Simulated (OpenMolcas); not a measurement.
# Cr3+: ligand-field states by method

Cr3+ with 4 ligands (oxide) in tetrahedral coordination (Td) at 1.86 Å. A charge of +1.25 e stands 2.6 Å behind each ligand. Ligand basis ANO-RCC-VDZP.
```
Cr    0.0000    0.0000    0.0000
O     1.0739    1.0739    1.0739
O     1.0739   -1.0739   -1.0739
O    -1.0739    1.0739   -1.0739
O    -1.0739   -1.0739    1.0739
```

```json
{"Program": "OpenMolcas", "Basis": "ANO-RCC-VDZP [5s4p2d1f]", "Scalar Hamiltonian": "DKH2, point nucleus", "Active space": "3 electrons in 5 orbitals (3d)", "State averaging": "2S+1 = 4 even, 10 roots; 2S+1 = 2 even, 40 roots", "Spin-orbit coupling": "RASSI with atomic mean-field integrals over the reference wave functions"}
```

I. CASSCF
II. SS-CASPT2, IPEA 0.25 Eh, imaginary shift 0.1 Eh (closed shells correlated: 3s 3p and the ligand valence shells)

Spin-free states (labels of Td) in cm-1, each column counted from its own energy of the first state listed:

| State | Degeneracy | I | II |
| --- | --- | --- | --- |
| 4T1 | 3 | 0 | 0 |
| 4T2 | 3 | 5399 | 4740 |
| 4A2 | 1 | 11709 | 12670 |
| 2E | 2 | 12391 | 9410 |
| 2T1 | 3 | 16585 | 12120 |
| 2T2 | 3 | 17154 | 12140 |
| 4T1 | 3 | 19386 | 15380 |
| 2A1 | 1 | 20039 | 14840 |
| 2T1 | 3 | 21574 | 15520 |
| 2T2 | 3 | 23988 | 18710 |
| 2T1 | 3 | 24449 | 19470 |
| 2E | 2 | 25571 | 19930 |
| 2T2 | 3 | 28712 | 22170 |
| 2T1 | 3 | 28849 | 24480 |
| 2E | 2 | 29495 | 24370 |
| 2T2 | 3 | 38341 | 29580 |
| 2T1 | 3 | 39112 | 30720 |
| 2A2 | 1 | 39151 | 30620 |
| 2E | 2 | 58531 | 46300 |
| 2T2 | 3 | 59039 | 46920 |

From I to II, I's first state of the same spin (4T2) moves from 5399 to 4740 cm-1, by about -660 cm-1.

From I to II, I's first state of another spin (2E) moves from 12391 to 9410 cm-1, by about -3000 cm-1.

I: A least-squares ligand-field fit to the states below 45000 cm-1, each weighted by its degeneracy and with a free common offset, gives 10Dq = -6015 cm-1 (negative for this site), B = 965 cm-1 and C = 3764 cm-1 (C/B = 3.90), with an rms deviation of 273 cm-1. The same method and metal basis give the free ion B = 1151 cm-1 (fit to its terms below 60000 cm-1, rms deviation 60 cm-1), so the nephelauxetic ratio is β = 965 / 1151 = 0.84; it hangs on how both fits weigh the states, and computed free-ion B values tend to be too large, so β mixes covalency with correlation.

χT at 300 K: I 1.42, II 1.41 cm3 K/mol.

Roots that are degenerate in the reference are averaged as groups; the widest CASPT2 spread within a group is 470 cm-1 (the 3-fold group of multiplicity 4 near 4740 cm-1 above the lowest state of its run, II). Shifts and gaps below about the spread of the groups concerned are not significant. Over all roots computed the reference weight is 0.70 to 0.71 in II; a low but even weight reflects the number of correlated electrons. An orbital triplet at a regular site is open to Jahn-Teller coupling, which can distort the site and quench the lowest spin-orbit gaps and is left out. The oxide ions are held by bare point charges, a crude embedding. Ligand-to-metal charge-transfer states are missing. With no ligand orbital active B as a rule stays too high, so bands that hang on it stand too high and its fall with covalency is understated. Without dynamic correlation the repulsion within the d shell is too large (B by tens of per cent), so at a given field states of lower spin stand too high (holds for I). With metal d orbitals alone and no dynamic correlation the field as a rule comes out too small, by tens of per cent, by up to half for chloride and softer ligands (holds for I). These CASPT2 states fit no ligand-field parameters well, so their order and spin gaps are uncertain (holds for II). With one d shell and no ligand orbital active, 10Dq can be off by a tenth or more (holds for II). No measured value stands beside these numbers; the geometry is a model, was not optimised and need not be the one that this ion takes.
